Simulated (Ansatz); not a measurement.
Basis-set extrapolation for C2H7NSSi, SMILES `C=CS[SiH2]N` (PBE0-D4/def2-TZVP geometry, frozen core, Ansatz). Multiplicity 1, RHF reference.

```csv
,def2-TZVPP,def2-QZVPP
HF,-820.834657,-820.861517
MP2 correlation,-0.839362,-0.901131
CCSD(T) correlation,-0.931689,not run
```

Energies in hartree. Use E(X) = E(∞) + A·exp(−7.88·√X) for Hartree–Fock and E(X) = E(∞) + B·X^(−2.97) for correlation, with X = 3 and 4, and add CCSD(T) minus MP2 of the smaller set to the MP2 limit.

Question: What is the CCSD(T) energy at the basis-set limit?

Answer: HF limit: -820.861517 + (-0.026860) × 0.13774 = -820.86522. MP2 limit: -0.901131 + (-0.061769) × 0.74074 = -0.94689. Higher-order term: -0.931689 − (-0.839362) = -0.09233. Total: -821.90444 hartree, 86.7 kcal/mol below CCSD(T)/def2-TZVPP.
